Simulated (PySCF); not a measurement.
**Polarisability of `C=CC#C[C+](C)C`**

Species: C7H9 (charge +1).
SMILES with atom numbers: `[CH2:1]=[CH:2][C:3]#[C:4][C+:5]([CH3:6])[CH3:7]` (hydrogens: H8, H9 on C1; H10 on C2; H11, H12, H13 on C6; H14, H15, H16 on C7)

Structure used (GFN2-xTB), in Å, numbered top down from 1:
```xyz
16
C7H9 angstrom
C      3.5453    0.4444    0.2504
C      2.6442    0.0578   -0.6702
C      1.2805    0.1049   -0.4277
C      0.0727    0.1360   -0.2199
C     -1.2702    0.1655    0.0157
C     -2.2070   -0.2176   -1.0396
C     -1.7687    0.5778    1.3293
H      3.2461    0.8135    1.2190
H      4.6025    0.3992    0.0477
H      2.9499   -0.3087   -1.6427
H     -3.0552   -0.7669   -0.6292
H     -2.6302    0.6988   -1.4680
H     -1.7341   -0.7721   -1.8467
H     -1.1182    1.3088    1.8076
H     -1.7703   -0.3019    1.9839
H     -2.7947    0.9371    1.2788
```

Level: PBE0/def2-SVPD (PySCF), static field, nuclei fixed, core orbitals frozen in the response. The polarisability tensor in these axes (au):

```
x   173.39   4.49  -0.88
y     4.49  51.22   5.92
z    -0.88   5.92  68.96
```

**Question.** What are the eigenvalues, a third of the trace, and Δα (Δα² = ½Σ(αi − αj)² over the three pairs)?

**Answer.** Principal values 49.26, 70.75 and 173.56 au; mean 97.86 au = 14.50 Å³ = 16.13 × 10⁻⁴⁰ C²·m²/J; Δα = 115.07 au (118 % of the mean).

**Question.** Along which axes do the principal values lie, and how far do the nuclei extend along each?

**Answer.** Largest value along (1.00, 0.04, -0.01), where the nuclei span 7.69 Å; middle along (0.00, 0.29, 0.96), 4.10 Å; least along (-0.04, 0.96, -0.29), 1.99 Å. The response follows the extents in order.

**Question.** Traceless (Buckingham) quadrupole moment about the centre of nuclear charge: eigenvalues?

**Answer.** -23.37, -10.94, 34.31 D·Å. The values depend on the origin, since the species is charged. The electronic extent ⟨r²⟩ about the same centre is 1133 bohr², a root-mean-square distance of 2.52 Å for the 50 electrons.

**Question.** In TDDFT the mean static polarisability is Σ f/ω² over all singlet excitations (ω in hartree). How much of it do the 6 lowest give? Their energies (eV) and oscillator strengths: 2.91, 0.0001; 4.12, 0.6287; 5.57, 0.0043; 5.81, 0.0017; 5.83, 0.0096; 6.06, 0.0023.

**Answer.** They add up to 27.82 au, 28.4 % of the 97.86 au; the largest single term is 27.42 au, from the state at 4.12 eV. Terms in order: 0.00, 27.42, 0.10, 0.04, 0.21, 0.05 au. Higher excitations give the rest. The strengths listed sum to 0.647.

**Question.** Rayleigh depolarisation ratio (linearly polarised light, static tensor)?

**Answer.** ρ = 3Δα²/(45ᾱ² + 4Δα²) = 39722.8/(430905 + 52963.8) = 0.0821.

Geometry: GFN2-xTB; no solvent, vibrations or thermal averaging.
